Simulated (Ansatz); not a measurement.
Program: Ansatz. Geometries: PBE0-D4/def2-TZVP. ΔE: electronic, gas phase. CBS: MP2 limit from def2 TZ/QZ plus the TZ coupled-cluster correction, frozen cores. Functionals use def2-TZVPP. B3LYP here is the variant with VWN-RPA as its local correlation; programs differ in this. For Se outer-core shells are correlated without core-valence functions, which leaves a few kJ/mol of doubt a bond. Scalar relativity is left out up to krypton. Each species was taken in one conformer, which may not be the lowest.

`[SeH][SiH]1BO1` + `NC#CN` → `NC#C[SeH]` + `N[SiH]1BO1`  (formal exchange of groups at the Se–Si bond)

`[SeH][SiH]1BO1`:

Cartesian coordinates in Å:
```
Se -0.716 2.053 0.430
Si 0.411 0.168 -0.082
B -0.337 -1.293 -1.031
O -0.400 -1.335 0.308
H 0.022 2.266 1.683
H 1.743 0.187 0.558
H -0.723 -2.046 -1.867
```

`NC#CN`:

Cartesian coordinates in Å:
```
N -1.007 0.011 1.667
C -0.296 0.033 0.529
C 0.391 0.045 -0.463
N 1.169 0.120 -1.554
H -1.380 0.893 1.983
H -1.654 -0.753 1.782
H 2.065 -0.339 -1.501
H 0.714 -0.009 -2.444
```

`NC#C[SeH]`:

```xyz
7

N     1.263   -0.676    0.929
C     0.318   -0.069    0.216
C    -0.575    0.418   -0.442
Se   -1.789    1.370   -1.388
H     2.177   -0.763    0.514
H     1.270   -0.518    1.924
H    -2.664    0.237   -1.753
```

`N[SiH]1BO1`:

Z-matrix (Å, degrees):
```
Si
B 1 1.889
O 1 1.750 2 43.2
N 1 1.693 2 126.9 3 -94.8
H 1 1.478 2 125.8 3 79.4
H 2 1.192 1 166.9 3 174.6
H 4 1.006 1 122.7 2 150.7
H 4 1.005 1 123.1 2 -14.9
```

| level | ΔE (kJ/mol) | difference from CCSD(T)/CBS |
| --- | --- | --- |
| B97M-V | -30.0 | -0.9 |
| B3LYP-D4 | -23.2 | 5.9 |
| ωB97X-V | -25.3 | 3.8 |
| B2PLYP | -30.1 | -1.0 |
| r2SCAN | -21.9 | 7.2 |
| HF/def2-SVP | -12.4 | 16.7 |
| MP2/def2-SVP | -18.1 | 11.0 |
| HF/def2-TZVPP | -29.8 | -0.7 |
| CCSD/def2-TZVPP | -33.8 | -4.7 |
| CCSD(T)/def2-TZVPP | -34.1 | -5.0 |
| CCSD(T)/CBS | -29.1 | 0 |

Largest T1 diagnostic among the species: 0.015.

From BLYP to BHLYP (50 % exact exchange), in def2-TZVPP and without D4, ΔE moves by −3.5 kJ/mol. Leaving LDA and LC-ωPBE aside and taking each functional with its dispersion term where it has one, the values, not all of them listed here, spread over 17.1 kJ/mol, from B2PLYP to PBE-D4. LDA lies +3.3 kJ/mol from PBE without D4. In def2-TZVPP, CCSD(T) changes the Hartree–Fock value by −4.3 kJ/mol (the triples alone add −0.3 kJ/mol) and MP2 by −8.3 kJ/mol.
